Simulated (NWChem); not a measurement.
System: C3H9Al; SMILES [CH3][Al]([CH3])[CH3]

The following NWChem deck was run.

```
start job
memory heap 200 mb stack 900 mb global 1100 mb
geometry units angstroms
  Al    -0.000578    -0.000197     0.000196
  C     -1.383532    -1.424968    -0.192627
  H     -1.435857    -1.824802    -1.211009
  H     -2.391636    -1.064984     0.039414
  H     -1.192997    -2.276673     0.469344
  C     -0.153948     1.689221    -1.049617
  H      0.697397     1.845138    -1.720894
  H     -0.196529     2.577110    -0.409565
  H     -1.053809     1.707743    -1.673941
  C      1.538347    -0.264044     1.241844
  H      2.234937     0.581080     1.219269
  H      2.121859    -1.159718     1.003142
  H      1.221783    -0.382126     2.283753
end
basis spherical
  * library def2-svp
end
dft
  xc pbe0
  iterations 150
end
driver
  maxiter 120
end
task dft optimize
task dft freq
```

NWChem printed, in part:

```
             Northwest Computational Chemistry Package (NWChem) 7.3.0
             --------------------------------------------------------

 C1  symmetry detected

                             Geometry "geometry" -> ""
                             -------------------------

 Output coordinates in angstroms (scale by  1.889725989 to convert to a.u.)

  No.       Tag          Charge          X              Y              Z
 ---- ---------------- ---------- -------------- -------------- --------------
    1 Al                  13.0000    -0.00008294     0.00059331    -0.00039815
    2 C                    6.0000    -0.10950618     1.99251227     0.00012662
    3 H                    1.0000    -0.60704564     2.38584727     0.89312667
    4 H                    1.0000    -0.67528587     2.38161556    -0.85321806
    5 H                    1.0000     0.88048730     2.45974461    -0.03882800
    6 C                    6.0000    -1.66959985    -1.09141210     0.00018682
    7 H                    1.0000    -1.75083841    -1.73372355     0.88367283
    8 H                    1.0000    -1.73116234    -1.76204717    -0.86369121
    9 H                    1.0000    -2.57073176    -0.46896387    -0.01963348
   10 C                    6.0000     1.77914869    -0.90158711     0.00026912
   11 H                    1.0000     1.68736168    -1.99258009     0.03620377
   12 H                    1.0000     2.39804259    -0.60917563     0.85534963
   13 H                    1.0000     2.36999471    -0.66550854    -0.89130162

 Effective nuclear repulsion energy (a.u.)     148.9815221820

                                Z-matrix (autoz)
                                --------

 Units are Angstrom for bonds and degrees for angles

      Type          Name      I     J     K     L     M      Value
      ----------- --------  ----- ----- ----- ----- ----- ----------
    1 Stretch                  1     2                       1.99492
    2 Stretch                  1     6                       1.99493
    3 Stretch                  1    10                       1.99489
    4 Stretch                  2     3                       1.09531
    5 Stretch                  2     4                       1.09531
    6 Stretch                  2     5                       1.09540
    7 Stretch                  6     7                       1.09531
    8 Stretch                  6     8                       1.09537
    9 Stretch                  6     9                       1.09539
   10 Stretch                 10    11                       1.09544
   11 Stretch                 10    12                       1.09531
   12 Stretch                 10    13                       1.09532
   13 Bend                     1     2     3               112.56290
   14 Bend                     1     2     4               112.50959
   15 Bend                     1     2     5               112.10559
   16 Bend                     1     6     7               112.53861
   17 Bend                     1     6     8               112.45398
   18 Bend                     1     6     9               112.17336
   19 Bend                     1    10    11               112.06693
   20 Bend                     1    10    12               112.54961
   21 Bend                     1    10    13               112.54228
   22 Bend                     2     1     6               120.04377
   23 Bend                     2     1    10               120.03212
   24 Bend                     3     2     4               105.84144
   25 Bend                     3     2     5               106.63972
   26 Bend                     4     2     5               106.71483
   27 Bend                     6     1    10               119.92408
   28 Bend                     7     6     8               105.83936
   29 Bend                     7     6     9               106.66695
   30 Bend                     8     6     9               106.70239
   31 Bend                    11    10    12               106.71555
   32 Bend                    11    10    13               106.65210
   33 Bend                    12    10    13               105.84981
   34 Torsion                  2     1     6     7        -119.14185
   35 Torsion                  2     1     6     8         121.43452
   36 Torsion                  2     1     6     9           1.15357
   37 Torsion                  2     1    10    11         177.95077
   38 Torsion                  2     1    10    12          57.66093
   39 Torsion                  2     1    10    13         -61.84681
   40 Torsion                  3     2     1     6          61.94897
   41 Torsion                  3     2     1    10        -117.99205
   42 Torsion                  4     2     1     6         -57.53412
   43 Torsion                  4     2     1    10         122.52486
   44 Torsion                  5     2     1     6        -177.82225
   45 Torsion                  5     2     1    10           2.23672
   46 Torsion                  6     1    10    11          -1.99033
   47 Torsion                  6     1    10    12        -122.28017
   48 Torsion                  6     1    10    13         118.21209
   49 Torsion                  7     6     1    10          60.79924
   50 Torsion                  8     6     1    10         -58.62440
   51 Torsion                  9     6     1    10        -178.90534

                           NWChem Geometry Optimization
                           ----------------------------

 maximum gradient threshold         (gmax) =   0.000450
 rms gradient threshold             (grms) =   0.000300
 maximum cartesian step threshold   (xmax) =   0.001800
 rms cartesian step threshold       (xrms) =   0.001200
 fixed trust radius                (trust) =   0.300000
 source of zmatrix                         =   autoz

          -------------------
          Energy Minimization
          -------------------

 Using diagonal initial Hessian
 Scaling for Hessian diagonals: bonds = 1.00  angles = 0.25  torsions = 0.10

          --------
          Step   0

                                 NWChem DFT Module
                                 -----------------

 Summary of "ao basis" -> "ao basis" (spherical)
 ------------------------------------------------------------------------------
       Tag                 Description            Shells   Functions and Types
 ---------------- ------------------------------  ------  ---------------------
 Al                         def2-svp                 8       18   4s3p1d
 C                          def2-svp                 6       14   3s2p1d
 H                          def2-svp                 3        5   2s1p

[...]

      ----------------------
      Optimization converged
      ----------------------

  Step       Energy      Delta E   Gmax     Grms     Xrms     Xmax
  ---- ---------------- -------- -------- -------- -------- --------
@    6    -361.74893417 -3.0D-07  0.00004  0.00001  0.00047  0.00108
                                     ok       ok       ok       ok

                                Z-matrix (autoz)
                                --------

 Units are Angstrom for bonds and degrees for angles

      Type          Name      I     J     K     L     M      Value     Gradient
      ----------- --------  ----- ----- ----- ----- ----- ---------- ----------
    1 Stretch                  1     2                       1.96439   -0.00004
    2 Stretch                  1     6                       1.96438   -0.00003
    3 Stretch                  1    10                       1.96435   -0.00003
    4 Stretch                  2     3                       1.10480    0.00003
    5 Stretch                  2     4                       1.10446    0.00003
    6 Stretch                  2     5                       1.10155    0.00002
    7 Stretch                  6     7                       1.10469    0.00003
    8 Stretch                  6     8                       1.10456    0.00003
    9 Stretch                  6     9                       1.10155    0.00002
   10 Stretch                 10    11                       1.10154    0.00002
   11 Stretch                 10    12                       1.10448    0.00003
   12 Stretch                 10    13                       1.10476    0.00003
   13 Bend                     1     2     3               110.80348    0.00000
   14 Bend                     1     2     4               111.07925   -0.00000
   15 Bend                     1     2     5               113.80265   -0.00000
   16 Bend                     1     6     7               110.89976    0.00000
   17 Bend                     1     6     8               111.00143    0.00000
   18 Bend                     1     6     9               113.78148    0.00000
   19 Bend                     1    10    11               113.79812   -0.00000
   20 Bend                     1    10    12               111.06631    0.00000
   21 Bend                     1    10    13               110.81820    0.00000
   22 Bend                     2     1     6               119.98245    0.00000
   23 Bend                     2     1    10               120.00378    0.00000
   24 Bend                     3     2     4               105.69647   -0.00000
   25 Bend                     3     2     5               107.44438   -0.00000
   26 Bend                     4     2     5               107.60929   -0.00000
   27 Bend                     6     1    10               120.01374   -0.00000
   28 Bend                     7     6     8               105.69759   -0.00000
   29 Bend                     7     6     9               107.49564   -0.00000
   30 Bend                     8     6     9               107.56124   -0.00000
   31 Bend                    11    10    12               107.59911   -0.00000
   32 Bend                    11    10    13               107.45537   -0.00000
   33 Bend                    12    10    13               105.69901   -0.00000
   34 Torsion                  2     1     6     7        -120.26387   -0.00000
   35 Torsion                  2     1     6     8         122.55436    0.00000
   36 Torsion                  2     1     6     9           1.06423    0.00000
   37 Torsion                  2     1    10    11         178.05936   -0.00000
   38 Torsion                  2     1    10    12          56.45875    0.00000
   39 Torsion                  2     1    10    13         -60.71418   -0.00000
   40 Torsion                  3     2     1     6          60.81031    0.00000
   41 Torsion                  3     2     1    10        -119.12428    0.00000
   42 Torsion                  4     2     1     6         -56.35830    0.00000
   43 Torsion                  4     2     1    10         123.70711    0.00000
   44 Torsion                  5     2     1     6        -177.98532    0.00000
   45 Torsion                  5     2     1    10           2.08009    0.00000
   46 Torsion                  6     1    10    11          -1.87521   -0.00000
   47 Torsion                  6     1    10    12        -123.47582   -0.00000
   48 Torsion                  6     1    10    13         119.35125   -0.00000
   49 Torsion                  7     6     1    10          59.67072    0.00000
   50 Torsion                  8     6     1    10         -57.51105    0.00000
   51 Torsion                  9     6     1    10        -179.00118    0.00000

[...]

 Rotational Constants
 --------------------
 A=   0.165048 cm-1  (  0.237462 K)
 B=   0.164995 cm-1  (  0.237386 K)
 C=   0.086479 cm-1  (  0.124421 K)

 Temperature                      =   298.15K
 frequency scaling parameter      =   1.0000

 Zero-Point correction to Energy  =   66.312 kcal/mol  (  0.105675 au)
 Thermal correction to Energy     =   71.740 kcal/mol  (  0.114325 au)
 Thermal correction to Enthalpy   =   72.332 kcal/mol  (  0.115269 au)

 Total Entropy                    =   92.056 cal/mol-K
   - Translational                =   38.724 cal/mol-K (mol. weight =  72.0520)
   - Rotational                   =   26.018 cal/mol-K (symmetry #  =        1)
   - Vibrational                  =   27.315 cal/mol-K

 Cv (constant volume heat capacity) =   27.455 cal/mol-K
   - Translational                  =    2.979 cal/mol-K
   - Rotational                     =    2.979 cal/mol-K
   - Vibrational                    =   21.496 cal/mol-K

[normal modes left out]

 ----------------------------------------------------------------------------
 Normal Eigenvalue ||           Projected Infra Red Intensities
  Mode   [cm**-1]  || [atomic units] [(debye/angs)**2] [(KM/mol)] [arbitrary]
 ------ ---------- || -------------- ----------------- ---------- -----------
    1       -0.000 ||    0.000000           0.000         0.000       0.000
    2       -0.000 ||    0.000000           0.000         0.000       0.000
    3        0.000 ||    0.000000           0.000         0.000       0.000
    4        0.000 ||    0.000000           0.000         0.000       0.000
    5        0.000 ||    0.000000           0.000         0.000       0.000
    6        0.000 ||    0.000000           0.000         0.000       0.000
    7       31.945 ||    0.000000           0.000         0.000       0.000
    8       32.564 ||    0.000000           0.000         0.000       0.000
    9       52.209 ||    0.000032           0.001         0.031       0.018
   10      167.041 ||    0.003509           0.081         3.421       1.988
   11      167.133 ||    0.003514           0.081         3.426       1.991
   12      183.025 ||    0.006029           0.139         5.877       3.416
   13      517.795 ||    0.000000           0.000         0.000       0.000
   14      541.958 ||    0.000001           0.000         0.001       0.001
   15      542.157 ||    0.000000           0.000         0.000       0.000
   16      580.667 ||    0.000000           0.000         0.000       0.000
   17      642.240 ||    0.007650           0.177         7.458       4.334
   18      642.283 ||    0.007644           0.176         7.452       4.331
   19      711.577 ||    0.126198           2.911       123.024      71.498
   20      755.534 ||    0.181635           4.190       177.066     102.906
   21      755.581 ||    0.181638           4.191       177.070     102.908
   22     1208.334 ||    0.052289           1.206        50.974      29.625
   23     1208.340 ||    0.052267           1.206        50.953      29.612
   24     1209.099 ||    0.000019           0.000         0.019       0.011
   25     1418.899 ||    0.000854           0.020         0.832       0.484
   26     1418.928 ||    0.000842           0.019         0.821       0.477
   27     1421.634 ||    0.000016           0.000         0.016       0.009
   28     1423.968 ||    0.000002           0.000         0.002       0.001
   29     1424.043 ||    0.000009           0.000         0.009       0.005
   30     1425.446 ||    0.006639           0.153         6.472       3.761
   31     3035.468 ||    0.005442           0.126         5.305       3.083
   32     3035.518 ||    0.005452           0.126         5.315       3.089
   33     3036.682 ||    0.000005           0.000         0.005       0.003
   34     3122.363 ||    0.015228           0.351        14.845       8.627
   35     3122.441 ||    0.004419           0.102         4.308       2.504
   36     3122.478 ||    0.000212           0.005         0.207       0.120
   37     3150.153 ||    0.001718           0.040         1.675       0.974
   38     3150.240 ||    0.013418           0.310        13.080       7.602
   39     3150.322 ||    0.011687           0.270        11.393       6.621
 ----------------------------------------------------------------------------
```

Level: PBE0/def2-SVP.
